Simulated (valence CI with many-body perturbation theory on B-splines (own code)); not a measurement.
## Pb75+: electric-dipole lines

Calculated by valence CI with perturbative core correlation (CI+MBPT): five valence electrons over a frozen Dirac-Fock core [He], radial functions for each j: 9 s, 9 p, 8 d, 6 f, 3 g, 1 h, with the one-electron correlation potential Σ1 (screened to all orders), the two-electron term Σ2, the three-electron term Σ3, Breit, model QED; selected single and double excitations, second order for the rest (own B-spline code, finite nucleus).

The last digits are not significant, and no measured levels were compared; by estimate large intervals hold to a few tenths of a per cent, small ones and those within an open d or f shell to about a per cent. Among the levels kept, up to 1100 cm⁻¹ of a level comes from second order outside the variational space, and about a tenth of that is noise between levels of different J, which matters for small intervals.

Lines 201 to 250 of 268 in falling wavelength, among levels below 14565 eV, chosen from the strongest by gf and those to the six lowest levels. Wavelengths and rates use the calculated energies. Electric multipoles are in the length gauge, E1 and E2 with the static RPA response of the core. Weak lines are less certain than strong ones. Lines between different terms over intervals too small for the method are left out, as are lines whose strength nearly cancels. The highest levels of a list are the least certain.

Levels are named by their leading jj configuration (3d3/2^4 stands for four electrons in 3d with j = 3/2), which in mixed levels can hold well under half, so a name can repeat and another be missing. Letters in brackets count levels of one name in rising energy.

| λ vac (nm) | Upper | Lower | A (s⁻¹) | S (a.u.) |
| --- | --- | --- | --- | --- |
| 0.1055 | (2s^2 2p1/2 2p3/2 3d3/2) J=5/2 [b] | (2s^2 2p1/2 2p3/2^2) J=5/2 | 3.50e+13 | 1.22e-04 |
| 0.1054 | (2s 2p1/2^2 2p3/2 3d5/2) J=5/2 | (2s 2p1/2^2 2p3/2^2) J=3/2 | 2.60e+14 | 9.04e-04 |
| 0.1054 | (2s^2 2p1/2 2p3/2 3d3/2) J=3/2 [b] | (2s^2 2p1/2 2p3/2^2) J=5/2 | 3.28e+14 | 7.60e-04 |
| 0.1053 | (2s 2p1/2^2 2p3/2 3d5/2) J=3/2 | (2s 2p1/2^2 2p3/2^2) J=3/2 | 9.17e+14 | 2.11e-03 |
| 0.1053 | (2s 2p1/2^2 2p3/2 3d5/2) J=3/2 | (2s 2p1/2^2 2p3/2^2) J=1/2 | 8.22e+14 | 1.89e-03 |
| 0.1053 | (2s^2 2p1/2 2p3/2 3d3/2) J=5/2 [b] | (2s^2 2p1/2 2p3/2^2) J=3/2 | 7.00e+13 | 2.42e-04 |
| 0.1052 | (2s^2 2p1/2 2p3/2 3d3/2) J=3/2 [b] | (2s^2 2p1/2 2p3/2^2) J=3/2 | 1.33e+13 | 3.06e-05 |
| 0.1051 | (2s^2 2p1/2 2p3/2 3d3/2) J=1/2 [b] | (2s^2 2p1/2 2p3/2^2) J=3/2 | 2.04e+14 | 2.34e-04 |
| 0.1051 | (2s 2p1/2^2 2p3/2 3d3/2) J=3/2 [b] | (2s 2p1/2^2 2p3/2^2) J=5/2 | 9.28e+13 | 2.13e-04 |
| 0.1050 | (2s 2p1/2^2 2p3/2 3d3/2) J=5/2 [b] | (2s 2p1/2^2 2p3/2^2) J=5/2 | 6.52e+13 | 2.24e-04 |
| 0.1047 | (2s^2 2p1/2 2p3/2 3d5/2) J=3/2 [a] | (2s^2 2p1/2 2p3/2^2) J=1/2 | 9.66e+13 | 2.19e-04 |
| 0.1044 | (2s^2 2p1/2 2p3/2 3d5/2) J=3/2 [b] | (2s^2 2p1/2 2p3/2^2) J=1/2 | 2.16e+15 | 4.85e-03 |
| 0.1044 | (2s^2 2p1/2 2p3/2 3d5/2) J=7/2 [a] | (2s^2 2p1/2 2p3/2^2) J=5/2 | 4.41e+13 | 1.98e-04 |
| 0.1044 | (2s^2 2p1/2 2p3/2 3d5/2) J=1/2 | (2s^2 2p1/2 2p3/2^2) J=1/2 | 2.33e+15 | 2.61e-03 |
| 0.1043 | (2s 2p1/2^2 2p3/2 3d5/2) J=5/2 | (2s 2p1/2^2 2p3/2^2) J=5/2 | 1.70e+15 | 5.70e-03 |
| 0.1043 | (2s 2p1/2^2 2p3/2 3d5/2) J=7/2 | (2s 2p1/2^2 2p3/2^2) J=5/2 | 3.07e+15 | 1.37e-02 |
| 0.1042 | (2s^2 2p1/2^2 3d5/2) J=5/2 | (2s^2 2p1/2^2 2p3/2) J=3/2 | 2.24e+15 | 7.52e-03 |
| 0.1042 | (2s 2p1/2^2 2p3/2 3d5/2) J=3/2 | (2s 2p1/2^2 2p3/2^2) J=5/2 | 2.69e+14 | 6.00e-04 |
| 0.1042 | (2s^2 2p1/2 2p3/2 3d5/2) J=3/2 [a] | (2s^2 2p1/2 2p3/2^2) J=5/2 | 1.04e+14 | 2.32e-04 |
| 0.1042 | (2s^2 2p1/2 2p3/2 3d5/2) J=5/2 [a] | (2s^2 2p1/2 2p3/2^2) J=5/2 | 6.84e+14 | 2.29e-03 |
| 0.1040 | (2s 2p1/2^2 2p3/2 3p3/2) J=3/2 [a] | (2s^2 2p1/2 2p3/2^2) J=1/2 | 1.85e+13 | 4.12e-05 |
| 0.1040 | (2s^2 2p1/2 2p3/2 3d5/2) J=5/2 [b] | (2s^2 2p1/2 2p3/2^2) J=5/2 | 1.11e+15 | 3.70e-03 |
| 0.1040 | (2s^2 2p1/2 2p3/2 3d5/2) J=3/2 [a] | (2s^2 2p1/2 2p3/2^2) J=3/2 | 1.50e+15 | 3.32e-03 |
| 0.1040 | (2s^2 2p1/2 2p3/2 3d5/2) J=5/2 [a] | (2s^2 2p1/2 2p3/2^2) J=3/2 | 1.48e+15 | 4.91e-03 |
| 0.1039 | (2s^2 2p1/2 2p3/2 3d5/2) J=7/2 [b] | (2s^2 2p1/2 2p3/2^2) J=5/2 | 3.61e+15 | 1.60e-02 |
| 0.1039 | (2s^2 2p1/2 2p3/2 3d5/2) J=3/2 [b] | (2s^2 2p1/2 2p3/2^2) J=5/2 | 2.56e+14 | 5.67e-04 |
| 0.1038 | (2s^2 2p1/2 2p3/2 3d5/2) J=5/2 [b] | (2s^2 2p1/2 2p3/2^2) J=3/2 | 2.11e+15 | 7.00e-03 |
| 0.1038 | (2s 2p1/2^2 2p3/2 3p3/2) J=1/2 [a] | (2s^2 2p1/2 2p3/2^2) J=1/2 | 4.59e+11 | 5.07e-07 |
| 0.1037 | (2s^2 2p1/2 2p3/2 3d5/2) J=3/2 [b] | (2s^2 2p1/2 2p3/2^2) J=3/2 | 9.74e+12 | 2.14e-05 |
| 0.1036 | (2s^2 2p1/2 2p3/2 3d5/2) J=1/2 | (2s^2 2p1/2 2p3/2^2) J=3/2 | 2.07e+14 | 2.28e-04 |
| 0.1036 | (2s 2p1/2^2 2p3/2 3p3/2) J=7/2 | (2s^2 2p1/2 2p3/2^2) J=5/2 | 3.50e+13 | 1.54e-04 |
| 0.1035 | (2s 2p1/2^2 2p3/2 3p3/2) J=3/2 [a] | (2s^2 2p1/2 2p3/2^2) J=5/2 | 5.51e+12 | 1.20e-05 |
| 0.1033 | (2s 2p1/2^2 2p3/2 3p3/2) J=5/2 [a] | (2s^2 2p1/2 2p3/2^2) J=5/2 | 1.06e+13 | 3.45e-05 |
| 0.1033 | (2s 2p1/2^2 2p3/2 3p3/2) J=3/2 [a] | (2s^2 2p1/2 2p3/2^2) J=3/2 | 1.54e+13 | 3.35e-05 |
| 0.1031 | (2s 2p1/2^2 2p3/2 3p3/2) J=5/2 [a] | (2s^2 2p1/2 2p3/2^2) J=3/2 | 3.82e+13 | 1.24e-04 |
| 0.1031 | (2s 2p1/2^2 2p3/2 3p3/2) J=1/2 [a] | (2s^2 2p1/2 2p3/2^2) J=3/2 | 2.81e+10 | 3.03e-08 |
| 0.1030 | (2s 2p1/2^2 2p3/2 3p3/2) J=3/2 [b] | (2s^2 2p1/2 2p3/2^2) J=1/2 | 2.20e+12 | 4.74e-06 |
| 0.1030 | (2s 2p1/2^2 2p3/2 3p3/2) J=1/2 [b] | (2s^2 2p1/2 2p3/2^2) J=1/2 | 1.80e+13 | 1.94e-05 |
| 0.1026 | (2s 2p1/2^2 2p3/2 3p3/2) J=5/2 [b] | (2s^2 2p1/2 2p3/2^2) J=5/2 | 2.77e+12 | 8.88e-06 |
| 0.1025 | (2s 2p1/2^2 2p3/2 3p3/2) J=3/2 [b] | (2s^2 2p1/2 2p3/2^2) J=5/2 | 1.12e+12 | 2.38e-06 |
| 0.1025 | (2s 2p1/2^2 2p3/2 3p3/2) J=5/2 [b] | (2s^2 2p1/2 2p3/2^2) J=3/2 | 1.23e+13 | 3.92e-05 |
| 0.1023 | (2s 2p1/2^2 2p3/2 3p3/2) J=3/2 [b] | (2s^2 2p1/2 2p3/2^2) J=3/2 | 4.72e+12 | 9.97e-06 |
| 0.1022 | (2s 2p1/2^2 2p3/2 3p3/2) J=1/2 [b] | (2s^2 2p1/2 2p3/2^2) J=3/2 | 2.35e+12 | 2.48e-06 |
| 0.09475 | (2s^2 2p1/2 2p3/2 3s) J=3/2 [a] | (2s^2 2p1/2^2 2p3/2) J=3/2 | 4.05e+13 | 6.80e-05 |
| 0.09466 | (2s^2 2p1/2 2p3/2 3s) J=1/2 | (2s^2 2p1/2^2 2p3/2) J=3/2 | 7.39e+13 | 6.19e-05 |
| 0.09461 | (2s^2 2p1/2 2p3/2 3s) J=5/2 | (2s^2 2p1/2^2 2p3/2) J=3/2 | 7.36e+13 | 1.85e-04 |
| 0.09455 | (2s^2 2p1/2 2p3/2 3s) J=3/2 [b] | (2s^2 2p1/2^2 2p3/2) J=3/2 | 4.40e+13 | 7.33e-05 |
| 0.09127 | (2s 2p1/2^2 2p3/2 3p1/2) J=3/2 [a] | (2s^2 2p1/2^2 2p3/2) J=3/2 | 3.10e+14 | 4.65e-04 |
| 0.09127 | (2s 2p1/2^2 2p3/2 3p1/2) J=5/2 | (2s^2 2p1/2^2 2p3/2) J=3/2 | 7.99e+14 | 1.80e-03 |
| 0.09060 | (2s 2p1/2^2 2p3/2 3p1/2) J=1/2 | (2s^2 2p1/2^2 2p3/2) J=3/2 | 8.09e+14 | 5.94e-04 |
